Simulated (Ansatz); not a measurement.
CH$_{5}$Cl$_{2}$InS, SMILES `[CH3][In-]([SH2+])([Cl])[Cl]`. The species carries charge 0 and has multiplicity 1. In takes the def2 core potential. All single points use the PBE0-D4/def2-TZVP geometry. It is one conformer, not always the lowest.

```xyz
10

C    -0.072    1.447    1.319
In   -0.253    0.397   -0.525
S     0.618   -2.229   -0.083
Cl   -2.317   -0.388   -1.349
Cl    1.286    0.647   -2.293
H    -0.708    0.978    2.068
H     0.967    1.430    1.647
H    -0.387    2.480    1.173
H     1.343   -2.118   -1.213
H    -0.478   -2.644   -0.745
```

(1) What is the dipole moment at ωB97M-V/def2-TZVPP? (Best estimate.)

(2) And with PBE, r2SCAN, B3LYP? (Estimate.)

(3) Give the Mulliken charges with ωB97M-V, B3LYP, PBE in def2-TZVPP. (Best estimate.)

Results:

(1) Ansatz gave: 3.83 D, with components (1.34, -1.86, 3.07) D in this frame, pointing from negative to positive charge.

(2) The calculation gave: PBE 3.77 D, r2SCAN 3.87 D, B3LYP 3.85 D.

(3) The calculation gave: 
```
atom  ωB97M-V  B3LYP    PBE
  C1    -0.58  -0.53  -0.53
 In2     0.69   0.82   0.74
  S3    -0.14  -0.14  -0.14
 Cl4    -0.38  -0.42  -0.40
 Cl5    -0.38  -0.42  -0.40
  H6     0.14   0.12   0.13
  H7     0.14   0.12   0.13
  H8     0.14   0.12   0.13
  H9     0.18   0.16   0.17
 H10     0.18   0.16   0.17
```

B3LYP here is the variant with VWN-RPA as its local correlation; programs differ in this.
